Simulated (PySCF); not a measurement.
Al(Me)(H) (CH₄Al), SMILES [CH3][AlH+], charge +1. Coordinates come from a PBE-D3(BJ)/def2-TZVP optimisation. The spin state was assumed, not searched. The isomer is the one that the SMILES or the coordinates give; other isomers of the formula were not compared.

Computed equilibrium geometry at PBE-D3(BJ)/def2-TZVP (PySCF confirms it by a frequency run) as Cartesian coordinates in Å:
```xyz
6

Al     0.0000     0.0000    -0.7283
C      0.0000     0.0000     1.1823
H      0.8969    -0.5178     1.5575
H     -0.8969    -0.5178     1.5575
H      0.0000     1.0357     1.5575
H      0.0000     0.0000    -2.2988
```
Charge +1, spin multiplicity 1.
